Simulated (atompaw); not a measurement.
# Building the PAW (atompaw) potential for hydrogen (LDA (PW92), scalar-relativistic).

```json
{
 "Element": "H (Z = 1)",
 "Generator": "atompaw 4.2.0.5",
 "Type": "PAW",
 "Functional": "LDA (PW92)",
 "Relativity": "scalar-relativistic",
 "Frozen core": "none",
 "Valence charge": "1",
 "Reference configuration": "1s1",
 "Partial waves": "1s (bound): rc 1.00 bohr; 1s channel at 3.15 Ry: rc 1.00 bohr; 2p channel at 0.4 Ry: rc 1.00 bohr",
 "Local potential": "bessel scheme, radius 0.58 bohr",
 "Core correction": "none",
 "Augmentation charge": "besselshape compensation charge, radius 0.75 bohr; PAW radius 1.00 bohr; waves and projectors: custom rrkj gramschmidtortho"
}
```

All-electron outer shells of the reference configuration (LDA (PW92), scalar-relativistic, ld1.x):

```json
{"shell": "1s", "level (eV)": "-6.35", "outermost node (bohr)": "–", "outermost maximum (bohr)": "1.05"}
```

Estimate the cutoffs (Ry, on a coarse ladder) from which the occupation-weighted sum of valence levels, in a spherical-Bessel basis at the reference potential, stays within 10 and 1 mRy of its value at 400 Ry.

18 Ry and 35 Ry.

What does a ghost test show?

No extra level below or beside the all-electron valence levels (s, p, d, f tested).

Is the overlap operator S = 1 + Σ q|β⟩⟨β| positive definite (Bessel basis up to 400 Ry)?

Yes: its lowest eigenvalue is 0.82 (p channel).
